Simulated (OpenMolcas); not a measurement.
How methods differ on CH3BTe (SMILES B1C[Te]1)

CH3BTe: 6 atoms, total charge 0, spin state singlet. SMILES: `B1C[Te]1`. The shape comes from GFN2-xTB, which is rough for such elements, and wasn't checked as a minimum.

Quantity: the HOMO–LUMO gap, in eV. The values are calculated.

```json
{"level": "HF/def2-SVP (core potential)", "kind": "Hartree–Fock", "program": "OpenMolcas", "value (eV)": "10.45"}
{"level": "SVWN5/def2-SVP (core potential)", "kind": "LDA", "program": "OpenMolcas", "value (eV)": "3.17"}
{"level": "BLYP/def2-SVP (core potential)", "kind": "GGA", "program": "OpenMolcas", "value (eV)": "3.23"}
{"level": "revPBE/def2-SVP (core potential)", "kind": "GGA", "program": "OpenMolcas", "value (eV)": "3.27"}
{"level": "M06-L/def2-SVP (core potential)", "kind": "meta-GGA", "program": "OpenMolcas", "value (eV)": "3.63"}
{"level": "r2SCAN/def2-SVP (core potential)", "kind": "meta-GGA", "program": "OpenMolcas", "value (eV)": "3.69"}
{"level": "BHLYP/def2-SVP (core potential)", "kind": "global hybrid", "program": "OpenMolcas", "value (eV)": "6.81"}
{"level": "B2PLYP/def2-SVP (core potential)", "kind": "double hybrid", "program": "OpenMolcas", "value (eV)": "7.02"}
```

The values span 3.17 to 10.45 eV. Orbital gaps aren't excitation energies, and those of double hybrids come from the SCF part alone; they tend to grow with the share of exact exchange.
